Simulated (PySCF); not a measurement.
C₂H₂N (SMILES [CH2]C#N), doublet, geometry from GFN2-xTB; M06L/cc-pVDZ run with PySCF.

The PySCF input:
```python
from pyscf import gto, scf, dft

mol = gto.M(
    atom='''
C     0.003336   -0.168612   -1.162041
C    -0.000512    0.025874    0.178321
N    -0.003815    0.192819    1.328877
H     0.932323   -0.249064   -1.696896
H    -0.922563   -0.244247   -1.702920
''',
    basis='cc-pvdz',
    charge=0,
    spin=1,
    verbose=4,
)

mf = dft.UKS(mol)
mf.xc = 'm06l'
mf.kernel()
```

Task: Predict the main parts of the log of this PySCF run.

Result: 
```
PySCF version 2.14.0

[INPUT] verbose = 4
[INPUT] num. atoms = 5
[INPUT] num. electrons = 21
[INPUT] charge = 0
[INPUT] spin (= nelec alpha-beta = 2S) = 1
[INPUT] symmetry False subgroup None
[INPUT] Mole.unit = angstrom
[INPUT] Symbol           X                Y                Z      unit          X                Y                Z       unit  Magmom
[INPUT]  1 C      0.003336000000  -0.168612000000  -1.162041000000 AA    0.006304126352  -0.318630501315  -2.195939235516 Bohr   0.0
[INPUT]  2 C     -0.000512000000   0.025874000000   0.178321000000 AA   -0.000967539776   0.048894773747   0.336977852259 Bohr   0.0
[INPUT]  3 N     -0.003815000000   0.192819000000   1.328877000000 AA   -0.007209305165   0.364375101613   2.511213583234 Bohr   0.0
[INPUT]  4 H      0.932323000000  -0.249064000000  -1.696896000000 AA    1.761835129633  -0.470662747489  -3.206668701870 Bohr   0.0
[INPUT]  5 H     -0.922563000000  -0.244247000000  -1.702920000000 AA   -1.743391402657  -0.461559936747  -3.218052412044 Bohr   0.0

nuclear repulsion = 53.5277607936193
number of shells = 21
number of NR pGTOs = 92
number of NR cGTOs = 52
basis = cc-pvdz
ecp = {}

******** <class 'pyscf.dft.uks.UKS'> ********
method = UKS
initial guess = minao
damping factor = 0
level_shift factor = 0
DIIS = <class 'pyscf.scf.diis.CDIIS'>
diis_start_cycle = 1
diis_space = 8
diis_damp = 0
SCF conv_tol = 1e-09
SCF conv_tol_grad = None
SCF max_cycles = 50
direct_scf = True
direct_scf_tol = 1e-13
number electrons alpha = 11  beta = 10
XC library pyscf.dft.libxc version 7.1.2
    S. Lehtola, C. Steigemann, M. J. T. Oliveira, and M. A. L. Marques,  SoftwareX 7, 1–5 (2018)
XC functionals = m06l
    Y. Zhao and D. G. Truhlar,  J. Chem. Phys. 125, 194101 (2006)
    Y. Zhao and D. G. Truhlar,  J. Chem. Phys. 125, 194101 (2006)
    Y. Zhao and D. G. Truhlar,  Theor. Chem. Acc. 120, 215 (2008)
radial grids:
    Treutler-Ahlrichs [JCP 102, 346 (1995); DOI:10.1063/1.469408] (M4) radial grids

becke partition: Becke, JCP 88, 2547 (1988); DOI:10.1063/1.454033
pruning grids: <function nwchem_prune>
grids dens level: 3
symmetrized grids: False
atomic radii adjust function: <function treutler_atomic_radii_adjust>
small_rho_cutoff = 0
Set gradient conv threshold to 3.16228e-05
tot grids = 61760
init E= -132.363119351954

cycle= 1 E= -132.057116444674  delta_E= 0.306  |g|= 0.221  |ddm|= 1.68
cycle= 2 E= -131.922754192829  delta_E= 0.134  |g|= 0.554  |ddm|= 0.767
cycle= 3 E= -132.082061223267  delta_E= -0.159  |g|= 0.0922  |ddm|= 0.533
cycle= 4 E= -132.086550122209  delta_E= -0.00449  |g|= 0.0163  |ddm|= 0.0814
cycle= 5 E= -132.086786042488  delta_E= -0.000236  |g|= 0.00352  |ddm|= 0.0212
cycle= 6 E= -132.086804576915  delta_E= -1.85e-05  |g|= 0.00238  |ddm|= 0.00803
cycle= 7 E= -132.086808645733  delta_E= -4.07e-06  |g|= 0.0011  |ddm|= 0.00313
cycle= 8 E= -132.086809878011  delta_E= -1.23e-06  |g|= 0.000309  |ddm|= 0.0017
cycle= 9 E= -132.086810043981  delta_E= -1.66e-07  |g|= 8.86e-05  |ddm|= 0.000828
cycle= 10 E= -132.086810056395  delta_E= -1.24e-08  |g|= 2.02e-05  |ddm|= 0.000244
cycle= 11 E= -132.086810056913  delta_E= -5.18e-10  |g|= 4.98e-06  |ddm|= 5.12e-05
Extra cycle  E= -132.08681005684  delta_E= 7.32e-11  |g|= 1.38e-05  |ddm|= 1.34e-05
converged SCF energy = -132.08681005684  <S^2> = 0.76506868  2S+1 = 2.0150123
```
